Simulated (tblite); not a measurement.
A geometry optimisation, step by step.

C2H4ClGeSi (doublet state).
Bonds: Si1–C2, C2–C3 (triple), C3–Ge4, Ge4–Cl5. Hydrogens: H6, H7 on Si1; H8, H9 on Ge4.
Bond orders are those of one Lewis drawing.

Computed with GFN2-xTB (tblite), gas phase: L-BFGS steps from a force-field or distance-geometry start until the largest atomic force falls under 0.01 eV/Å. 14 of its 43 geometries are shown.

Step 0: E = -392.8280 eV, largest atomic force 3.116 eV/Å
```
atom  x, y, z in Å  |  force x, y, z in eV/Å
Si1     2.773   -0.496    0.143    0.022   0.605   0.363
C2      0.974   -0.227   -0.059    2.926  -0.464   0.291
C3     -0.198   -0.062   -0.174   -3.074   0.390  -0.328
Ge4    -2.071    0.221   -0.385   -0.377  -0.149   0.296
Cl5    -3.109   -0.674    1.311    0.432   0.388  -0.729
H6      3.065   -0.750    1.557    0.031  -0.220  -0.154
H7      3.485    0.712   -0.306   -0.017  -0.294  -0.136
H8     -2.361    1.739   -0.422    0.020  -0.443   0.029
H9     -2.545   -0.455   -1.691    0.037   0.186   0.368
```

Step 3: E = -392.9298 eV, largest atomic force 0.483 eV/Å
```
atom  x, y, z in Å  |  force x, y, z in eV/Å
Si1     2.777   -0.475    0.158   -0.159   0.349   0.234
C2      0.983   -0.230   -0.058    0.223  -0.048   0.044
C3     -0.214   -0.062   -0.176   -0.396   0.002  -0.061
Ge4    -2.086    0.217   -0.377   -0.047  -0.060   0.064
Cl5    -3.095   -0.661    1.286    0.208   0.207  -0.384
H6      3.067   -0.760    1.553    0.086  -0.231   0.032
H7      3.487    0.704   -0.313    0.136  -0.049  -0.201
H8     -2.360    1.722   -0.420   -0.023  -0.287   0.030
H9     -2.545   -0.449   -1.677   -0.029   0.117   0.243
```

Step 6: E = -392.9795 eV, largest atomic force 0.345 eV/Å
```
atom  x, y, z in Å  |  force x, y, z in eV/Å
Si1     2.760   -0.426    0.192   -0.112   0.150   0.112
C2      0.972   -0.230   -0.055    0.034   0.057   0.077
C3     -0.229   -0.068   -0.181   -0.053  -0.033  -0.037
Ge4    -2.091    0.212   -0.375    0.275   0.055  -0.201
Cl5    -3.072   -0.637    1.242   -0.158  -0.122   0.234
H6      3.080   -0.793    1.557    0.083  -0.150   0.048
H7      3.507    0.696   -0.341    0.122  -0.001  -0.135
H8     -2.364    1.687   -0.416   -0.060   0.100   0.011
H9     -2.551   -0.434   -1.647   -0.131  -0.056  -0.107
```

Step 10: E = -393.0136 eV, largest atomic force 0.417 eV/Å
```
atom  x, y, z in Å  |  force x, y, z in eV/Å
Si1     2.741   -0.343    0.255    0.181   0.034   0.075
C2      0.968   -0.211   -0.031    0.095   0.099   0.100
C3     -0.233   -0.084   -0.195    0.014  -0.009  -0.052
Ge4    -2.072    0.213   -0.403   -0.376  -0.089   0.156
Cl5    -3.079   -0.639    1.246    0.078   0.041  -0.106
H6      3.111   -0.856    1.563    0.058   0.002  -0.094
H7      3.549    0.678   -0.394    0.001  -0.112   0.041
H8     -2.381    1.685   -0.412    0.010   0.058  -0.030
H9     -2.590   -0.438   -1.654   -0.060  -0.024  -0.090
```

Step 13: E = -393.0273 eV, largest atomic force 0.126 eV/Å
```
atom  x, y, z in Å  |  force x, y, z in eV/Å
Si1     2.744   -0.281    0.307   -0.090  -0.033  -0.026
C2      0.970   -0.185   -0.003   -0.055   0.102   0.049
C3     -0.233   -0.096   -0.210   -0.029   0.037  -0.019
Ge4    -2.092    0.205   -0.409    0.050  -0.021   0.001
Cl5    -3.079   -0.637    1.240   -0.003  -0.027   0.007
H6      3.141   -0.899    1.555    0.083   0.038  -0.063
H7      3.578    0.652   -0.425    0.029  -0.074   0.073
H8     -2.392    1.689   -0.412    0.019  -0.052  -0.043
H9     -2.624   -0.442   -1.668   -0.004   0.030   0.021
```

Step 16: E = -393.0354 eV, largest atomic force 0.241 eV/Å
```
atom  x, y, z in Å  |  force x, y, z in eV/Å
Si1     2.728   -0.252    0.332   -0.038  -0.022  -0.035
C2      0.960   -0.143    0.027   -0.234   0.044  -0.036
C3     -0.241   -0.093   -0.223    0.142   0.021   0.066
Ge4    -2.102    0.194   -0.409    0.101   0.084  -0.149
Cl5    -3.076   -0.642    1.235   -0.068  -0.088   0.119
H6      3.180   -0.915    1.534    0.047  -0.014   0.020
H7      3.603    0.617   -0.425    0.041  -0.006   0.006
H8     -2.393    1.679   -0.424   -0.009  -0.019  -0.022
H9     -2.646   -0.438   -1.672    0.017  -0.001   0.031
```

Step 19: E = -393.0383 eV, largest atomic force 0.063 eV/Å
```
atom  x, y, z in Å  |  force x, y, z in eV/Å
Si1     2.722   -0.255    0.330    0.010  -0.023  -0.014
C2      0.953   -0.129    0.034    0.043   0.010   0.012
C3     -0.244   -0.088   -0.223   -0.054   0.024   0.022
Ge4    -2.100    0.195   -0.415   -0.041   0.010   0.012
Cl5    -3.079   -0.650    1.241    0.018  -0.007  -0.028
H6      3.193   -0.914    1.527    0.011  -0.019   0.020
H7      3.610    0.607   -0.418    0.025   0.011  -0.016
H8     -2.393    1.677   -0.430   -0.024   0.016  -0.013
H9     -2.648   -0.437   -1.672    0.011  -0.021   0.005
```

Step 23: E = -393.0397 eV, largest atomic force 0.056 eV/Å
```
atom  x, y, z in Å  |  force x, y, z in eV/Å
Si1     2.725   -0.281    0.311   -0.014   0.006  -0.001
C2      0.951   -0.122    0.034    0.021   0.002   0.017
C3     -0.248   -0.074   -0.209    0.024   0.031   0.019
Ge4    -2.108    0.201   -0.413    0.050  -0.017   0.020
Cl5    -3.077   -0.659    1.240    0.000   0.012  -0.023
H6      3.195   -0.908    1.530   -0.020  -0.003  -0.026
H7      3.612    0.610   -0.410   -0.015  -0.021   0.000
H8     -2.399    1.683   -0.438   -0.040   0.000  -0.002
H9     -2.637   -0.445   -1.670   -0.005  -0.011  -0.005
```

Step 26: E = -393.0407 eV, largest atomic force 0.088 eV/Å
```
atom  x, y, z in Å  |  force x, y, z in eV/Å
Si1     2.724   -0.286    0.308    0.054   0.009   0.013
C2      0.952   -0.112    0.042   -0.044   0.002   0.000
C3     -0.248   -0.061   -0.200    0.062   0.023   0.015
Ge4    -2.106    0.202   -0.410   -0.014   0.043  -0.075
Cl5    -3.075   -0.662    1.233   -0.030  -0.015   0.041
H6      3.198   -0.911    1.525   -0.021  -0.014  -0.012
H7      3.616    0.603   -0.410   -0.014  -0.013  -0.012
H8     -2.412    1.684   -0.444   -0.021  -0.043   0.004
H9     -2.636   -0.450   -1.669    0.028   0.008   0.025
```

Step 29: E = -393.0424 eV, largest atomic force 0.062 eV/Å
```
atom  x, y, z in Å  |  force x, y, z in eV/Å
Si1     2.729   -0.288    0.307    0.011   0.005   0.014
C2      0.957   -0.095    0.059    0.010  -0.002  -0.005
C3     -0.243   -0.029   -0.177   -0.024   0.033  -0.033
Ge4    -2.103    0.209   -0.417   -0.047   0.000   0.012
Cl5    -3.076   -0.669    1.222   -0.011   0.002   0.029
H6      3.200   -0.928    1.517   -0.004  -0.018   0.004
H7      3.625    0.588   -0.420   -0.003  -0.002  -0.015
H8     -2.447    1.682   -0.454    0.006  -0.033  -0.003
H9     -2.630   -0.464   -1.664    0.061   0.013  -0.004
```

Step 32: E = -393.0434 eV, largest atomic force 0.105 eV/Å
```
atom  x, y, z in Å  |  force x, y, z in eV/Å
Si1     2.732   -0.285    0.311   -0.069   0.010  -0.005
C2      0.958   -0.088    0.065   -0.008   0.004  -0.020
C3     -0.242   -0.010   -0.173   -0.002   0.017  -0.009
Ge4    -2.107    0.211   -0.417    0.058  -0.049   0.073
Cl5    -3.078   -0.671    1.223    0.000   0.007   0.010
H6      3.200   -0.940    1.514    0.003  -0.010   0.003
H7      3.629    0.580   -0.427   -0.001  -0.006  -0.003
H8     -2.461    1.675   -0.458   -0.014   0.044  -0.003
H9     -2.617   -0.466   -1.663    0.032  -0.018  -0.047
```

Step 36: E = -393.0451 eV, largest atomic force 0.042 eV/Å
```
atom  x, y, z in Å  |  force x, y, z in eV/Å
Si1     2.729   -0.289    0.310    0.003   0.012   0.010
C2      0.958   -0.069    0.073   -0.002   0.015  -0.019
C3     -0.240    0.037   -0.159   -0.014  -0.031   0.025
Ge4    -2.106    0.211   -0.408   -0.016   0.023  -0.023
Cl5    -3.082   -0.677    1.226    0.015   0.002   0.002
H6      3.199   -0.960    1.505   -0.007   0.002  -0.018
H7      3.633    0.562   -0.437   -0.007  -0.015   0.007
H8     -2.496    1.669   -0.469    0.000   0.005   0.012
H9     -2.582   -0.478   -1.666    0.028  -0.013   0.004
```

Step 39: E = -393.0459 eV, largest atomic force 0.053 eV/Å
```
atom  x, y, z in Å  |  force x, y, z in eV/Å
Si1     2.725   -0.282    0.315    0.038   0.005   0.012
C2      0.957   -0.057    0.072    0.025   0.000   0.009
C3     -0.244    0.048   -0.145   -0.034  -0.003  -0.006
Ge4    -2.106    0.215   -0.408   -0.051   0.014  -0.008
Cl5    -3.078   -0.678    1.225    0.008   0.003  -0.007
H6      3.199   -0.972    1.497   -0.014   0.004  -0.015
H7      3.636    0.550   -0.443    0.000  -0.008   0.001
H8     -2.513    1.670   -0.471    0.013  -0.023   0.000
H9     -2.561   -0.488   -1.668    0.015   0.008   0.015
```

Step 42: E = -393.0461 eV, largest atomic force 0.010 eV/Å
```
atom  x, y, z in Å  |  force x, y, z in eV/Å
Si1     2.724   -0.272    0.323   -0.001   0.006  -0.003
C2      0.956   -0.051    0.074   -0.004  -0.003   0.003
C3     -0.245    0.051   -0.144    0.001   0.000   0.003
Ge4    -2.109    0.215   -0.409    0.004  -0.001   0.005
Cl5    -3.077   -0.677    1.225   -0.002  -0.006   0.001
H6      3.199   -0.980    1.493   -0.009   0.001  -0.003
H7      3.639    0.543   -0.448    0.006  -0.001  -0.001
H8     -2.519    1.668   -0.471    0.005   0.004  -0.006
H9     -2.554   -0.490   -1.669   -0.001   0.000   0.002
```

**Question.** Summarise the path.

**Answer.** The energy falls by 0.2181 eV from step 0 to step 42; nine tenths of that is first reached at step 12. It rises by more than 0.2 meV at step 1. The largest force goes from 3.116 to 0.010 eV/Å. Among the bonds Ge4–Cl5 changes most, from 2.181 to 2.099 Å; the atoms move by 0.195 Å rms after alignment.

**Question.** Follow the three bonds and two angles with the largest change from start to end.

**Answer.** 
```
step  E above end (eV)  largest force (eV/Å)  Ge4–Cl5 (Å)  C2≡C3 (Å)  Ge4–H8 (Å)  C2–Si1–H6 (°)  H6–Si1–H7 (°)
   0            0.2181                 3.116        2.181      1.189       1.546          109.1          109.9
   2            0.1385                 0.867        2.152      1.225       1.537          109.4          111.1
   4            0.0924                 0.800        2.102      1.211       1.519          110.3          113.2
   5            0.0767                 0.486        2.078      1.214       1.508          111.1          114.5
   7            0.0570                 0.345        2.079      1.221       1.496          112.7          116.4
   9            0.0418                 0.392        2.102      1.220       1.499          114.1          118.7
  11            0.0244                 0.280        2.112      1.221       1.510          115.4          122.3
  13            0.0188                 0.126        2.098      1.224       1.514          116.1          123.5
  15            0.0140                 0.231        2.086      1.227       1.514          117.4          122.7
  16            0.0107                 0.241        2.086      1.227       1.513          118.5          121.4
  18            0.0081                 0.052        2.098      1.225       1.510          119.3          120.1
  20            0.0076                 0.070        2.103      1.225       1.510          119.2          120.0
  22            0.0068                 0.076        2.103      1.225       1.510          119.1          119.4
  24            0.0062                 0.065        2.097      1.226       1.512          119.2          118.9
  26            0.0055                 0.088        2.094      1.225       1.514          119.2          118.7
  27            0.0048                 0.104        2.095      1.225       1.515          119.1          118.7
  29            0.0038                 0.062        2.099      1.225       1.513          118.9          119.1
  31            0.0032                 0.080        2.100      1.225       1.509          118.8          119.4
  33            0.0020                 0.104        2.099      1.226       1.506          118.8          119.8
  35            0.0012                 0.045        2.099      1.225       1.509          118.9          119.7
  37            0.0008                 0.057        2.100      1.225       1.512          119.0          119.6
  38            0.0005                 0.069        2.100      1.225       1.513          119.2          119.6
  40            0.0000                 0.021        2.100      1.225       1.511          119.6          119.8
  42            0.0000                 0.010        2.099      1.225       1.510          119.6          119.9
```

What follows is the cost of the whole relaxation. The run took 0.23 s wall on one thread of an Intel Xeon 6975P-C, no GPU (shared host).
